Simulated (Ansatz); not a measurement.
Mg₄S₄⁻, 8 atoms. Hardware: 4 threads of Arm Neoverse V2 on a shared host.

Correlated methods freeze 24 core orbitals; core or outer-core shells of Mg are correlated, in sets that lack core-valence functions.

Q: How many basis functions does each of these Ansatz runs have, and roughly what does it cost? MP2/def2-SVPD, charge -1 doublet, energy, from earlier orbitals; RPA@PBE/def2-SVPD, charge -1 doublet, energy, from earlier orbitals; HF/def2-TZVPD, charge -1 doublet, energy, from earlier orbitals; PBE-D4/def2-TZVPD, charge -1 doublet, energy and forces, from earlier orbitals; BHLYP-D4/def2-TZVPD, charge -1 doublet, energy, from earlier orbitals; PBE-D4/def2-SVP, charge -1 doublet, energy with a search over starts; r2SCAN-D4/def2-TZVPD, charge -1 doublet, energy, from earlier orbitals; PBE0-D4/def2-TZVPD, charge -1 doublet, energy, from earlier orbitals; r2SCAN-D4/def2-SVPD, charge -1 doublet, relaxation, 26 steps.

A: Other jobs shared the machine, so times can vary by a factor of up to 3. A dash marks memory too small to be measured apart from the calling script's.

| run | functions | fitting or Cholesky vectors | wall time | peak host memory (GiB) |
| --- | --- | --- | --- | --- |
| MP2/def2-SVPD, charge -1 doublet, energy, from earlier orbitals | 192 | 1600 | 7.5 s | 0.8 |
| RPA@PBE/def2-SVPD, charge -1 doublet, energy, from earlier orbitals | 192 | 1600 | 13 s | 0.71 |
| PBE-D4/def2-TZVPD, charge -1 doublet, energy and forces, from earlier orbitals | 324 | 2404 | 16 s | 1.1 |
| PBE-D4/def2-SVP, charge -1 doublet, energy with a search over starts | 144 | 1536 | 17 s | – |
| HF/def2-TZVPD, charge -1 doublet, energy, from earlier orbitals | 324 | 2323 | 19 s | 1.7 |
| PBE0-D4/def2-TZVPD, charge -1 doublet, energy, from earlier orbitals | 324 | 2323 | 34 s | 1.9 |
| BHLYP-D4/def2-TZVPD, charge -1 doublet, energy, from earlier orbitals | 324 | 2323 | 36 s | 1.9 |
| r2SCAN-D4/def2-TZVPD, charge -1 doublet, energy, from earlier orbitals | 324 | 2404 | 40 s | 1.2 |
| r2SCAN-D4/def2-SVPD, charge -1 doublet, relaxation, 26 steps | 192 | 1912 | 5.2 min | – |
